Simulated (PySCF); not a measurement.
GeTe⁺ at PBE0

Level: PBE0. Ge def2-TZVPPD, Te def2-TZVPPD with ECP28; scalar-relativistic core potentials (PySCF 2.14).

```
state                                                                                                              : ²Π (doublet), unpaired electrons π ↑
bond length                                                                                                        : 2.486 Å
harmonic wavenumber                                                                                                : 271 cm⁻¹
force constant                                                                                                     : 2.04 mdyn/Å
rotational constant Be                                                                                             : 0.05788 cm⁻¹
anharmonicity ωexe                                                                                                 : 0.570 cm⁻¹
vibration–rotation constant αe                                                                                     : 0.000157 cm⁻¹
well depth De to Ge⁺ + Te                                                                                          : 78.4 kcal/mol
dissociation energy D0                                                                                             : 78.0 kcal/mol
bond order (Mayer)                                                                                                 : 1.84
dipole moment (positive dipole points towards Te; it is taken about the centre of mass and depends on that origin) : -2.64 D
```

Spin–orbit coupling is left out, which matters for elements this heavy, above all for dissociation energies. For an ion De counts to the pair picked by the measured ionisation energies or electron affinities, which need not be the lowest pair at this level. The state is the lowest determinant that a PBE0 search found; another state may lie lower at other levels.
